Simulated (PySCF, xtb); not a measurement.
SnOBr, SMILES [O]=[Sn][Br], multiplicity 2.

Harmonic wavenumbers (cm⁻¹) from GFN2-xTB run with xtb at its own minimum, in rising order: 114, 202, 582.

### Question
What does r2SCAN-D4/def2-TZVP (PySCF 2.14.0) give at its own minimum? (The exact figures need the calculation; the answer reports its results.)

### Answer
64, 236, 544. Paired by order, the mean absolute difference is 41 cm⁻¹ and the zero-point energies are 1.3 and 1.2 kcal/mol.
